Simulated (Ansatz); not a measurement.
B(SeH)3 (BH3Se3), SMILES [SeH]B([SeH])[SeH]. Atoms are numbered in the order given.

```xyz
7

B     -0.0262     0.0001     0.0000
Se     1.9155    -0.2461     0.0000
H      2.2489     1.1919     0.0000
Se    -0.7356     1.8144     0.0000
H     -2.1673     1.4561     0.0000
Se    -1.0777    -1.6444     0.0000
H     -2.3994    -0.9913     0.0000
```
Charge 0, spin multiplicity 1.

Geometry: B3LYP-D3(BJ)/def2-SVP. The values are those of a single conformer.

Two levels are set side by side: PBE-D3(BJ)/def2-SVP (Ansatz, a first-principles code) and B3LYP-D3(BJ)/def2-SVP (Ansatz). Each level has its own optimised geometry; the coordinates shown are those of the second. Differences are taken from unrounded values.

| quantity | B3LYP-D3(BJ) |
|---|---|
| mean bond length (Å) | 1.714 |
| bond B1–Se2 (Å) | 1.957 |
| bond B1–Se4 (Å) | 1.948 |
| bond B1–Se6 (Å) | 1.952 |
| bond Se2–H3 (Å) | 1.476 |
| bond Se4–H5 (Å) | 1.476 |
| bond Se6–H7 (Å) | 1.474 |

Problem. What does PBE-D3(BJ) give, and how far is it from B3LYP-D3(BJ)? (The exact figures need the calculation; the answer reports its results.)

Solution. 
```
quantity              PBE-D3(BJ)  PBE-D3(BJ) minus B3LYP-D3(BJ)
--------------------  ----------  -----------------------------
mean bond length (Å)       1.720                          0.006
bond B1–Se2 (Å)            1.959                          0.002
bond B1–Se4 (Å)            1.950                          0.002
bond B1–Se6 (Å)            1.954                          0.002
bond Se2–H3 (Å)            1.486                          0.010
bond Se4–H5 (Å)            1.486                          0.010
bond Se6–H7 (Å)            1.484                          0.010
```

GGA bonds tend to be longer and softer than those of functionals with exact exchange. Differences between two approximate levels are no errors against the true value.
